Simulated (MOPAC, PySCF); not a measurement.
HBr3SSi, SMILES `Br[Si](S)(Br)Br` (H–S–Si–Br torsion 60°), neutral singlet in the gas phase. 

Z-matrix (Å, degrees):
```
Si
S 1 2.1247
H 2 1.3571 1 92.79
Br 1 2.2163 2 105.24 3 -180.00
Br 1 2.2239 2 112.21 3 -60.48
Br 1 2.2239 2 112.21 3 60.48
```
Charge 0, spin multiplicity 1.

All levels are single points at this geometry (PBE-D3(BJ)/def2-TZVP); Pople sets use spherical d functions. Orbital energies aren't observables, and empty levels follow the basis.

```json
[
 {"level": "PBE-D3(BJ)/def2-TZVP in PySCF", "HOMO (eV)": "-6.82", "LUMO (eV)": "-2.43", "gap (eV)": "4.39", "dipole (D)": "1.00", "vertical IE, Delta-SCF (eV)": "–"},
 {"level": "B3LYP/3-21G in PySCF", "HOMO (eV)": "-7.90", "LUMO (eV)": "-1.90", "gap (eV)": "6.00", "dipole (D)": "1.26", "vertical IE, Delta-SCF (eV)": "–"},
 {"level": "B3LYP/6-311+G** (LANL2DZ on Br) in PySCF", "HOMO (eV)": "-7.98", "LUMO (eV)": "-2.02", "gap (eV)": "5.96", "dipole (D)": "1.39", "vertical IE, Delta-SCF (eV)": "–"},
 {"level": "B3LYP/6-31G* in PySCF", "HOMO (eV)": "-7.83", "LUMO (eV)": "-1.92", "gap (eV)": "5.91", "dipole (D)": "1.18", "vertical IE, Delta-SCF (eV)": "9.91"},
 {"level": "B3LYP/LANL2DZ in PySCF", "HOMO (eV)": "-8.16", "LUMO (eV)": "-2.32", "gap (eV)": "5.83", "dipole (D)": "1.49", "vertical IE, Delta-SCF (eV)": "–"},
 {"level": "BP86/6-31G* in PySCF", "HOMO (eV)": "-6.95", "LUMO (eV)": "-2.67", "gap (eV)": "4.28", "dipole (D)": "1.17", "vertical IE, Delta-SCF (eV)": "–"},
 {"level": "M06-2X/6-31G* in PySCF", "HOMO (eV)": "-9.35", "LUMO (eV)": "-1.01", "gap (eV)": "8.34", "dipole (D)": "1.27", "vertical IE, Delta-SCF (eV)": "–"},
 {"level": "PBE/6-31G* in PySCF", "HOMO (eV)": "-6.85", "LUMO (eV)": "-2.55", "gap (eV)": "4.29", "dipole (D)": "1.17", "vertical IE, Delta-SCF (eV)": "–"},
 {"level": "HF/3-21G in PySCF", "HOMO (eV)": "-11.35", "LUMO (eV)": "1.65", "gap (eV)": "13.00", "dipole (D)": "1.43", "vertical IE, Delta-SCF (eV)": "–"},
 {"level": "HF/6-31G* in PySCF", "HOMO (eV)": "-11.06", "LUMO (eV)": "1.87", "gap (eV)": "12.93", "dipole (D)": "1.25", "vertical IE, Delta-SCF (eV)": "9.57"},
 {"level": "PM3 in MOPAC", "HOMO (eV)": "-10.66", "LUMO (eV)": "-3.42", "gap (eV)": "7.24", "dipole (D)": "2.58", "vertical IE, Delta-SCF (eV)": "–"},
 {"level": "PM6 in MOPAC", "HOMO (eV)": "-9.94", "LUMO (eV)": "-1.96", "gap (eV)": "7.98", "dipole (D)": "1.22", "vertical IE, Delta-SCF (eV)": "–"},
 {"level": "PM7 in MOPAC", "HOMO (eV)": "-9.93", "LUMO (eV)": "-2.05", "gap (eV)": "7.88", "dipole (D)": "1.47", "vertical IE, Delta-SCF (eV)": "–"}
]
```
